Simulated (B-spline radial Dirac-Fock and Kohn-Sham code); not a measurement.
# How the binding energies of Mn⁺ add up

System: Mn⁺, [Ar] 3d4 4s2 (an excited configuration); nuclear rms radius 3.7057 fm (A = 55).

Calculated with a B-spline atomic structure program, using Dirac-Fock (average of configuration) total-energy differences with a finite nucleus, the Breit interaction including its frequency dependence, and self-energy and vacuum-polarisation corrections. Correlation energy is missing from these numbers. Energies are counted from the vacuum level.

All terms are in eV, carry their sign (relaxation lowers the binding energy) and add up to the binding energy; ⟨r⟩ is the mean radius of the orbital in the initial state.

| subshell | −ε (Koopmans) | relaxation | Breit | QED | binding energy | ⟨r⟩ (bohr) |
| --- | --- | --- | --- | --- | --- | --- |
| K (1s) | 6617.8 | -39.71 | -6.84 | -3.14 | 6568.1 | 0.061 |
| L1 (2s) | 821.1 | -16.87 | -0.43 | -0.31 | 803.5 | 0.277 |
| L2 (2p1/2) | 701.6 | -18.47 | -0.75 | 0.05 | 682.4 | 0.244 |
| L3 (2p3/2) | 691.0 | -18.28 | -0.47 | 0.02 | 672.2 | 0.247 |
| M1 (3s) | 121.6 | -4.25 | -0.04 | -0.04 | 117.3 | 0.843 |
| M2 (3p1/2) | 84.00 | -4.10 | -0.07 | 0.01 | 79.84 | 0.889 |
| M3 (3p3/2) | 82.62 | -4.03 | -0.04 | 0.01 | 78.56 | 0.897 |
| M4,5 (3d) | 29.80 | -3.21 | 0.01 | 0.01 | 26.61 | 1.064 |
| N1 (4s) | 15.82 | -0.22 | 0.00 | 0.00 | 15.59 | 2.763 |

For the deepest level, K (1s), the Breit terms make up -0.104 % of the binding energy, QED -0.048 % and orbital relaxation -0.605 %.
